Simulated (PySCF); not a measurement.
**ECD: `InChI=1S/C4H5BrF2/c5-4(7)2-1-3(2)6/h2-4H,1H2/t2-,3+,4-/m0/s1`**

Cartesian coordinates in Å; atom numbers follow the order of the lines, from 1:
```xyz
12

F     2.4058   -0.2206    0.4126
C     1.3375    0.4242   -0.1090
Br    1.5708    2.3469    0.2814
C     0.0600   -0.0777    0.4905
C    -1.2462    0.3319   -0.1367
C    -0.7652   -1.0712   -0.2806
F    -0.3102   -1.4595   -1.5018
H     1.3739    0.3229   -1.1985
H     0.1054   -0.1886    1.5672
H    -2.0896    0.5300    0.5045
H    -1.1962    0.9623   -1.0121
H    -1.2448   -1.9014    0.2212
```

Computed, not measured: PySCF 2.14.0, TDDFT BHandHLYP/def2-SVPD circular dichroism and optical rotation, one conformer, gas phase. Geometry: GFN2-xTB.

The molecule is flexible and this is one conformer; a measurement averages over conformers. The calculation is non-relativistic, which matters for the atoms heavier than Zn. States above about 9.3 eV (minus the energy of the highest occupied orbital) lie near or above the ionisation threshold and depend on the basis. Singlets 9 and 10 lie within 0.01 eV of each other, so their separate moments and overlaps can depend on how they mix.

What are the CIP labels of the stereocentres?

C2 R, C4 S, C6 R.

Which excitations and rotatory strengths does the calculation give?

Rotatory strengths R in 10⁻⁴⁰ esu² cm², velocity form and length form (origin at the centre of mass); f in length form.
| state | E (eV) | λ (nm) | f | R (velocity) | R (length) | main |
| --- | --- | --- | --- | --- | --- | --- |
| 1 | 6.23 | 199 | 0.003 | +4.4 | +5.5 | HOMO→LUMO 0.84 |
| 2 | 6.39 | 194 | 0.002 | -0.2 | -1.9 | HOMO−1→LUMO 0.86 |
| 3 | 8.00 | 155 | 0.201 | +125.4 | +125.6 | HOMO−2→LUMO 0.70, HOMO→LUMO+1 0.08 |
| 4 | 8.22 | 151 | 0.128 | -25.8 | -25.8 | HOMO→LUMO+2 0.43, HOMO→LUMO+1 0.34 |
| 5 | 8.37 | 148 | 0.079 | -11.0 | -11.7 | HOMO−1→LUMO+2 0.40, HOMO−1→LUMO+1 0.36 |
| 6 | 8.50 | 146 | 0.064 | -2.8 | -2.5 | HOMO−2→LUMO+1 0.31, HOMO→LUMO+2 0.17 |
| 7 | 8.56 | 145 | 0.014 | +10.9 | +10.7 | HOMO−3→LUMO 0.43, HOMO→LUMO+2 0.15 |
| 8 | 8.82 | 141 | 0.028 | +4.8 | +4.7 | HOMO→LUMO+4 0.34, HOMO→LUMO+2 0.14 |
| 9 | 8.84 | 140 | 0.014 | +3.8 | +3.8 | HOMO→LUMO+3 0.48, HOMO−1→LUMO+2 0.14 |
| 10 | 8.85 | 140 | 0.010 | +0.8 | +0.5 | HOMO→LUMO+3 0.19, HOMO−3→LUMO 0.15 |
| 11 | 9.06 | 137 | 0.001 | +4.5 | +4.0 | HOMO−1→LUMO+3 0.26, HOMO−1→LUMO+4 0.16 |
| 12 | 9.10 | 136 | 0.005 | +3.8 | +3.1 | HOMO−1→LUMO+3 0.33, HOMO→LUMO+4 0.11 |
| 13 | 9.25 | 134 | 0.0003 | -0.1 | +0.1 | HOMO−1→LUMO+4 0.17, HOMO→LUMO+6 0.15 |
| 14 | 9.29 | 133 | 0.007 | -10.2 | -8.1 | HOMO−2→LUMO+2 0.53, HOMO−2→LUMO+1 0.14 |
| 15 | 9.32 | 133 | 0.003 | -11.4 | -11.5 | HOMO−2→LUMO+3 0.26, HOMO→LUMO+5 0.26 |
| 16 | 9.41 | 132 | 0.043 | -41.0 | -41.4 | HOMO−5→LUMO 0.11, HOMO−2→LUMO+2 0.10 |

Among the states computed, the strongest CD band (largest |R|) is state 3. The largest dissymmetry factor in size, g = 4R/(D+G), with D and G the electric and magnetic dipole strengths, is +0.048 for state 11 (velocity form, f = 0.001), among bands with |R| over 0.5. The mirror image has the same energies and oscillator strengths and all R with the opposite sign.
